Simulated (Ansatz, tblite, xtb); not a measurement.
# A ladder of methods for CH5ClOSi (SMILES CO[SiH2]Cl)

The species is CH5ClOSi (9 atoms), meant as a singlet with charge 0. As SMILES, `CO[SiH2]Cl`. The coordinates come from a PBE0-D4/def2-TZVP relaxation. This is one conformer, not always the lowest.

```xyz
9

C    -0.8410    0.9874    0.4470
O     0.4182    0.6855   -0.1172
Si    0.8912   -0.8049   -0.5626
Cl    0.9581   -2.0726    1.0563
H    -0.9399    2.0724    0.4897
H    -0.9208    0.5840    1.4606
H    -1.6591    0.5836   -0.1597
H     2.2515   -0.6717   -1.1153
H    -0.0696   -1.4101   -1.5158
```

Quantity: the dipole moment, in D. The values are calculated.

```json
{"level": "GFN2-xTB", "kind": "semi-empirical", "program": "xtb", "value (D)": "2.16", "CPU time": "under 2 s"}
{"level": "GFN1-xTB", "kind": "semi-empirical", "program": "tblite", "value (D)": "2.10", "CPU time": "under 2 s"}
{"level": "GFN0-xTB", "kind": "semi-empirical", "program": "xtb", "value (D)": "1.58", "CPU time": "under 2 s"}
{"level": "IPEA1-xTB", "kind": "semi-empirical", "program": "tblite", "value (D)": "2.55", "CPU time": "under 2 s"}
{"level": "HF/STO-3G", "kind": "Hartree–Fock", "program": "Ansatz", "value (D)": "2.58", "CPU time": "0.4 s"}
{"level": "HF/3-21G", "kind": "Hartree–Fock", "program": "Ansatz", "value (D)": "2.62", "CPU time": "0.6 s"}
{"level": "HF/def2-SVP", "kind": "Hartree–Fock", "program": "Ansatz", "value (D)": "1.75", "CPU time": "1.6 s"}
{"level": "PBE/STO-3G", "kind": "GGA", "program": "Ansatz", "value (D)": "2.50", "CPU time": "1.3 s"}
{"level": "r2SCAN/cc-pVDZ", "kind": "meta-GGA", "program": "Ansatz", "value (D)": "1.65", "CPU time": "6.1 s"}
{"level": "B3LYP/6-31G* (spherical functions)", "kind": "global hybrid", "program": "Ansatz", "value (D)": "1.82", "CPU time": "3.6 s"}
```

The values span 1.58 to 2.62 D. Sets without polarisation functions give poor dipoles. CPU times are rough (shared hosts, several kinds of processor): they show what a rung costs within a factor of a few.
